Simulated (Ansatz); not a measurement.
The same redistribution along the group B, Al, In.

Isolated molecules relaxed with PBE0-D4/def2-TZVP in Ansatz; ΔE leaves out vibrations. CCSD(T)/CBS adds triple-zeta CCSD(T) − MP2 to the extrapolated MP2 energy (def2 sets, frozen cores). This one scheme is used for every species. Functionals use def2-TZVPP. def2 core potentials past Kr. For In, Zn outer-core shells are correlated without core-valence functions, which leaves a few kJ/mol of doubt a bond. Scalar relativity is left out up to krypton. One conformer a species, not always the lowest.

```
                                                                                              reaction  ωB97M-V (kJ/mol)  PBE-D4 (kJ/mol)
             `[SiH3]N([SiH3])B(Cl)Cl` + `[F][Zn][Cl]` → boron trichloride + `[F][Zn][N]([SiH3])[SiH3]`               130              117
`[SiH3][N]([SiH3])[Al]([Cl])[Cl]` + `[F][Zn][Cl]` → aluminium trichloride + `[F][Zn][N]([SiH3])[SiH3]`                39               32
 `[SiH3][N]([SiH3])[In]([Cl])[Cl]` + `[F][Zn][Cl]` → `[Cl][In]([Cl])[Cl]` + `[F][Zn][N]([SiH3])[SiH3]`                 7                3
```

Question: Give the CCSD(T)/CBS values in the same order. (Estimate.)

Answer: Computed: 131, 39, 19 kJ/mol.

Largest T1 diagnostic: 0.016, for `[F][Zn][Cl]`.
